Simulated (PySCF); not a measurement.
C4H7NSi, SMILES CC1=CN=C[SiH2]1. Geometry optimised at PBE-D3(BJ)/def2-SVP. This is a generated structure with no PubChem entry under its InChIKey; it may be hypothetical.

Computed with PBE-D3(BJ)/def2-SVP (PySCF 2.14.0).

Harmonic wavenumbers (cm⁻¹): 151, 198, 263, 269, 337, 455, 555, 585, 620, 647, 663, 812, 819, 888, 892, 961, 999, 1046, 1179, 1241, 1264, 1341, 1396, 1403, 1529, 1581, 2153, 2160, 2952, 3023, 3049, 3062, 3080. Rotational constants (GHz): 4.729, 2.801, 1.818; symmetry number 1.

Task: Work out the zero-point energy and the ideal-gas rigid-rotor harmonic-oscillator thermochemistry at 298.15 K and 1 atm.

Result: ZPE = ½ Σ hcν = ½ × 41572 cm⁻¹ = 59.43 kcal/mol. H − E(el) = 64.30 kcal/mol. Entropy in cal/(mol K): translation 39.63, rotation 26.99, vibration 13.36, total 79.99. G − E(el) = 40.45 kcal/mol. Cp = 27.59 cal/(mol K).
